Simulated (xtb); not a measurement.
C$_{2}$H$_{6}$N (SMILES CC[NH]), doublet, from a rough starting geometry; GFN2-xTB (xtb).

Here is a job for xtb.
```
$ xtb mol.xyz --gfn 2 --uhf 1 --opt vtight --json

# file mol.xyz
9

C     -0.96099214     0.26830959    -0.04837490
C      0.35949297    -0.27204167    -0.09301073
N      1.33151418     0.43171918     0.59336135
H     -1.69357298    -0.27126295    -0.50307396
H     -0.94666638     1.31736597    -0.51551240
H     -1.20677039     0.47344971     0.96267839
H      0.32551547    -1.36558073     0.21903106
H      0.70008970    -0.48814415    -1.16092288
H      2.25745956    -0.05174467     0.51363158
```

The log (banner, timings and long lists left out):

```
   ID    Z sym.   atoms
    1    6 C      1, 2
    2    7 N      3
    3    1 H      4-9

           -------------------------------------------------
          |                Calculation Setup                |
           -------------------------------------------------

           -------------------------------------------------
          |                 G F N 2 - x T B                 |
           -------------------------------------------------

          ...................................................
          :                      SETUP                      :
          :.................................................:
          :  # basis functions                  18          :
          :  # atomic orbitals                  18          :
          :  # shells                           12          :
          :  # electrons                        19          :
          :  max. iterations                   250          :
          :  Hamiltonian                  GFN2-xTB          :
          :  restarted?                      false          :
          :  GBSA solvation                  false          :
          :  PC potential                    false          :
          :  electronic temp.          300.0000000     K    :
          :  accuracy                    1.0000000          :
          :  -> integral cutoff          0.2500000E+02      :
          :  -> integral neglect         0.1000000E-07      :
          :  -> SCF convergence          0.1000000E-05 Eh   :
          :  -> wf. convergence          0.1000000E-03 e    :
          :  Broyden damping             0.4000000          :
          :  net charge                          0          :
          :  unpaired electrons                  1          :
          ...................................................

 iter      E             dE          RMSdq      gap      omega  full diag
   1    -10.2741135 -0.102741E+02  0.307E+00   10.36       0.0  T
   2    -10.2894403 -0.153268E-01  0.156E+00   11.09       1.0  T
   3    -10.2899420 -0.501701E-03  0.567E-01   11.24       1.0  T
   4    -10.2900120 -0.700373E-04  0.981E-02   11.21       1.0  T
   5    -10.2900138 -0.176468E-05  0.477E-02   11.23       1.0  T
   6    -10.2900195 -0.567442E-05  0.945E-03   11.22       3.5  T
   7    -10.2900197 -0.180622E-06  0.262E-03   11.22      12.7  T
   8    -10.2900197 -0.212264E-08  0.766E-04   11.22      43.5  T
   9    -10.2900197 -0.245460E-08  0.137E-04   11.22     242.7  T

   *** convergence criteria satisfied after 9 iterations ***

         :::::::::::::::::::::::::::::::::::::::::::::::::::::
         ::                     SUMMARY                     ::
         :::::::::::::::::::::::::::::::::::::::::::::::::::::
         :: total energy             -10.146860372358 Eh    ::
         :: gradient norm              0.136691438358 Eh/a0 ::
         :: HOMO-LUMO gap             11.216062405471 eV    ::
         ::.................................................::
         :: SCC energy               -10.290019218807 Eh    ::
         :: -> isotropic ES            0.013119749620 Eh    ::
         :: -> anisotropic ES          0.002615169346 Eh    ::
         :: -> anisotropic XC          0.013365430254 Eh    ::
         :: -> dispersion             -0.002932701719 Eh    ::
         :: repulsion energy           0.143158846449 Eh    ::
         :: add. restraining           0.000000000000 Eh    ::
         :: total charge               0.000000000000 e     ::
         :::::::::::::::::::::::::::::::::::::::::::::::::::::

      -----------------------------------------------------------
     |                   =====================                   |
     |                        A N C O P T                        |
     |                   =====================                   |
     |               Approximate Normal Coordinate               |
     |                Rational Function Optimizer                |
[...]
 * total energy  :   -10.1590693 Eh     change       -0.1220892E-01 Eh
 * total energy  :   -10.1610823 Eh     change       -0.2013013E-02 Eh
 * total energy  :   -10.1611805 Eh     change       -0.9820136E-04 Eh
 * total energy  :   -10.1611970 Eh     change       -0.1649263E-04 Eh
 * total energy  :   -10.1612033 Eh     change       -0.6281837E-05 Eh
 * total energy  :   -10.1612077 Eh     change       -0.4434329E-05 Eh
 * total energy  :   -10.1612120 Eh     change       -0.4292339E-05 Eh
 * total energy  :   -10.1612145 Eh     change       -0.2497389E-05 Eh
 * total energy  :   -10.1612154 Eh     change       -0.8687528E-06 Eh
 * total energy  :   -10.1612157 Eh     change       -0.2889117E-06 Eh
 * total energy  :   -10.1612159 Eh     change       -0.2581238E-06 Eh
 * total energy  :   -10.1612160 Eh     change       -0.5655880E-07 Eh
   *** GEOMETRY OPTIMIZATION CONVERGED AFTER 13 ITERATIONS ***
         :: total energy             -10.161215976375 Eh    ::
[...]
         2        2.0000           -0.5970401             -16.2463
         3        2.0000           -0.5583440             -15.1933
         4        2.0000           -0.5222921             -14.2123
         5        2.0000           -0.5221066             -14.2072
         6        2.0000           -0.4711402             -12.8204
         7        2.0000           -0.4587290             -12.4827
         8        2.0000           -0.4544576             -12.3664
         9        1.9999           -0.3786631             -10.3039
        10        1.0001           -0.3607382              -9.8162 (HOMO)
        11                          0.0813355               2.2133 (LUMO)
        12                          0.1234492               3.3592
        13                          0.1333180               3.6278
        14                          0.1759495               4.7878
        15                          0.1808053               4.9200
        16                          0.2096420               5.7046
        17                          0.2574071               7.0044
        18                          0.2874384               7.8216
      -------------------------------------------------------------
                  HL-Gap            0.4420737 Eh           12.0294 eV
             Fermi-level           -0.2547010 Eh           -6.9308 eV

     #   Z          covCN         q      C6AA      α(0)
     1   6 C        3.755    -0.114    22.737     6.799
     2   6 C        3.728     0.046    19.903     6.369
     3   7 N        1.774    -0.323    29.183     8.000
     4   1 H        0.925     0.035     2.520     2.483
     5   1 H        0.925     0.056     2.248     2.345
     6   1 H        0.925     0.056     2.249     2.345
     7   1 H        0.922     0.057     2.230     2.335
     8   1 H        0.922     0.057     2.230     2.335
     9   1 H        0.860     0.130     1.546     1.948

 Mol. C6AA /au·bohr⁶  :        548.212016
 Mol. C8AA /au·bohr⁸  :      11135.585440
 Mol. α(0) /au        :         34.959374

Wiberg/Mayer (AO) data.
largest (>0.10) Wiberg bond orders for each atom

 ---------------------------------------------------------------------------
     #   Z sym  total        # sym  WBO       # sym  WBO       # sym  WBO
 ---------------------------------------------------------------------------
     1   6 C    3.995 --     2 C    1.012     4 H    0.988     5 H    0.983
                             6 H    0.983
     2   6 C    3.992 --     3 N    1.199     1 C    1.012     8 H    0.891
                             7 H    0.891
     3   7 N    2.359 --     2 C    1.199     9 H    0.966
     4   1 H    0.999 --     1 C    0.988
     5   1 H    0.997 --     1 C    0.983
     6   1 H    0.997 --     1 C    0.983
     7   1 H    0.991 --     2 C    0.891
     8   1 H    0.991 --     2 C    0.891
     9   1 H    0.983 --     3 N    0.966
 ---------------------------------------------------------------------------

Topologies differ in total number of bonds
Writing topology from bond orders to xtbtopo.mol

molecular dipole:
                 x           y           z       tot (Debye)
 q only:       -0.263      -0.393      -0.296
   full:       -0.166      -0.789      -0.509       2.423
molecular quadrupole (traceless):
                xx          xy          yy          xz          yz          zz
 q only:        0.411      -1.561      -0.019      -0.829      -0.376      -0.393
  q+dip:        0.800      -2.821      -0.318      -1.624      -1.177      -0.482
   full:        1.085      -2.809      -0.586      -1.574      -1.392      -0.499

optimized geometry written to: xtbopt.xyz

           -------------------------------------------------
          | TOTAL ENERGY              -10.161215976375 Eh   |
          | GRADIENT NORM               0.000057310048 Eh/α |
          | HOMO-LUMO GAP              12.029437601405 eV   |
           -------------------------------------------------

normal termination of xtb
```
